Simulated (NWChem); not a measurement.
Species: CH$_{2}$Cl$_{2}$O$_{2}$Si; SMILES Cl[Si]1(Cl)OCO1

```xyz
8

Cl     1.6381    -1.1917     0.0000
Si     0.0002     0.0053     0.0000
Cl    -1.6496    -1.1752     0.0000
O      0.0063     1.2607    -1.1033
C      0.0105     2.1649     0.0000
O      0.0063     1.2607     1.1033
H      0.9217     2.7868     0.0000
H     -0.8950     2.7952     0.0000
```
Atoms are numbered in this order, from 1.

Level: PBE0/def2-SVP (NWChem), optimised geometry, unscaled harmonic frequencies. 

| frequency (cm⁻¹) | IR intensity (km/mol) |
|---|---|
| 147 | 0.1 |
| 164 | 0.0 |
| 184 | 3.0 |
| 253 | 5.6 |
| 336 | 19.2 |
| 436 | 1.5 |
| 657 | 251.7 |
| 733 | 156.0 |
| 782 | 23.0 |
| 989 | 181.0 |
| 1003 | 153.6 |
| 1103 | 154.5 |
| 1146 | 7.4 |
| 1162 | 0.0 |
| 1373 | 9.9 |
| 1534 | 5.2 |
| 3062 | 72.0 |
| 3134 | 26.3 |

```json
{
 "zero_point_energy": "26.0 kcal/mol",
 "thermal correction to the enthalpy at 298.15 K (with zero-point energy)": "30.5 kcal/mol",
 "heat capacity Cv": "20.4 cal/(mol K)",
 "entropy at 298.15 K and 1 atm (symmetry number 2)": "80.4 cal/(mol K)",
 "dipole_moment": "0.74 D"
}
```

Rigid rotor and harmonic oscillator.
